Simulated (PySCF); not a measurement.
Compound: C₆H₁₀OSSi₂.
Bonds: O1–C2, C2–C3 (aromatic), C3–C4 (aromatic), C4–C5 (aromatic), C5–C6 (aromatic), C6–Si7, Si7–Si8, Si8–S9, C6–C10 (aromatic), C2–C10 (aromatic). Hydrogens: H11 on O1; H12 on C3; H13 on C4; H14 on C5; H15, H16 on Si7; H17, H18 on Si8; H19 on S9; H20 on C10.

NICS is the negative of the GIAO shielding at a point without a nucleus: at the ring centre (0) and 1 Å above and below it (1); zz is the component along the ring normal. Level: GIAO PBE0/pcSseg-1 (PySCF, non-relativistic, gas phase) on the GFN2-xTB geometry, one conformer.

Ring bond lengths (Å), with Mayer bond orders in brackets: C2–C3 1.389 (1.37), C3–C4 1.384 (1.43), C4–C5 1.381 (1.47), C5–C6 1.393 (1.38), C6–C10 1.386 (1.45), C10–C2 1.391 (1.39).

**Question.** What do the NICS probes read (ppm)?

**Answer.** 
```tsv
ring	type	NICS(0)	NICS(1), two faces	NICS(1)zz, two faces	rms pucker (Å)	centre to ring atoms, mean (Å)
C2–C3–C4–C5–C6–C10	6-membered carbocycle; formal bonds all aromatic	-8.8	-10.9 / -10.8	-26.3 / -26.5	0.00	1.39
```

**Question.** What can be read from them?

**Answer.** 
- C2–C3–C4–C5–C6–C10: mean NICS(1)zz -26.4 ppm, shielded. The ring is flat and has no four-coordinate atom; by the NICS criterion it is aromatic.

**Question.** What does the geometric index give? HOMA = 1 − mean of α(R − Ropt)² over the ring bonds, with Krygowski's 1993 parameters (CC: Ropt 1.388 Å, α 257.7 Å⁻²).

**Answer.** 
- C2–C3–C4–C5–C6–C10: HOMA 1.00 = 1 − EN − GEO, with mean bond length 1.387 Å, EN = α(Ropt − mean)² = 0.000 and GEO = α × variance = 0.004. The geometric and the magnetic index point the same way.

Conformer computed: `[OH:1][c:2]1[cH:3][cH:4][cH:5][c:6]([SiH2:7][SiH2:8][SH:9])[cH:10]1`: C5–C6–Si7–Si8 51°, C6–Si7–Si8–S9 172°, H–O1–C2–C3 0°, H–S9–Si8–Si7 51°.
